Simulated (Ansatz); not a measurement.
Cl₂Hg, triplet, at a GFN2-xTB geometry (such geometries of metal compounds can be far from the true shape) (a higher spin typed on purpose: for a closed-shell molecule this is an excited state) (core potentials on Hg); PBE0/def2-SVP (Ansatz, an electronic-structure program).

Ansatz was given this input:
Ansatz 0.2 input:
```yaml
crystal:
  periodic: [false, false, false]
  atoms:
    - {symbol: Hg, position_ang: [-0.52262276, 0.06185863, -0.51025056]}
    - {symbol: Cl, position_ang: [2.16280555, 0.08435262, 0.27273084]}
    - {symbol: Cl, position_ang: [0.29659568, -0.37545207, 2.12844827]}
basis:
  gaussian:
    orbitals: def2-SVP
hamiltonian:
  xc: pbe0
magnetization: {spin_polarized: true, initial_magnetization: 2}
```

Problem. Predict the main parts of the log of this Ansatz run.

Solution. 
```
Functional definition: PBE0
647 factors; integrals over basis functions are off by at most 2.4e-4 eV
mean field evaluation 1: about -29203.4170 eV, gradient 1.2e1 eV
mean field evaluation 2: about -29202.9233 eV, gradient 1.6e1 eV
mean field evaluation 4: about -29204.3888 eV, gradient 5.2e-1 eV
mean field evaluation 8: about -29204.4887 eV, gradient 1.6e-2 eV
mean field evaluation 16: about -29204.4887 eV, gradient 2.6e-4 eV
mean field evaluation 32: about -29203.6943 eV, gradient 4.0e0 eV
mean field -29204.48873608 eV, -1073.2451655376 hartree, gradient 1.2e-5 eV, S^2 2.006341; 4 other end points of the search recorded, 0 dependent functions left out
reference -29204.48875880 eV, -1073.2451663723 hartree; 28, 26 occupied and 40, 42 virtual orbitals, 647 factors
Total energy: -29204.48875880 eV, -1073.2451663723 hartree
```
